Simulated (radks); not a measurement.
Re+, configuration [Xe] 4f14 5d5 6s1 (the NIST ground configuration).

Calculated with a radial shooting solver on a logarithmic mesh with Libxc functionals: non-relativistic Kohn-Sham, r2SCAN, spin-unpolarised, spherical densities, point nucleus; meta-GGA in the generalised Kohn-Sham scheme; relativity is left out, which matters for an element this heavy.

Energy parts (eV):
total: -429621.04
kinetic: 429510.72
electron-nucleus: -1022525.94
Hartree: 171934.98
exchange-correlation: -8540.80

Orbitals (lengths in bohr, moments of r in powers of bohr; r(max) is where P^2 peaks):
| orbital | occ. | eigenvalue (eV) | r(max) |
|---|---|---|---|
| 1s | 2 | -65651.25 | 0.01340 |
| 2s | 2 | -10856.91 | 0.07294 |
| 2p | 6 | -10408.16 | 0.05666 |
| 3s | 2 | -2506.328 | 0.2000 |
| 3p | 6 | -2297.837 | 0.1885 |
| 3d | 10 | -1909.932 | 0.1489 |
| 4s | 2 | -520.2052 | 0.4494 |
| 4p | 6 | -431.7136 | 0.4501 |
| 4d | 10 | -270.6158 | 0.4462 |
| 5s | 2 | -78.9932 | 1.027 |
| 4f | 14 | -60.0893 | 0.4121 |
| 5p | 6 | -52.8587 | 1.102 |
| 5d | 5 | -14.1033 | 1.386 |
| 6s | 1 | -10.8648 | 2.764 |

The highest occupied level is 6s at -10.865 eV. The density falls to 0.001 e/bohr^3 at r = 4.33 bohr. Summed over all electrons, <r^2> = 55.37 bohr^2, which gives a Langevin (diamagnetic) susceptibility term of -43.9 x 10^-6 cm^3/mol. Virial ratio -V/T = 2.00026.
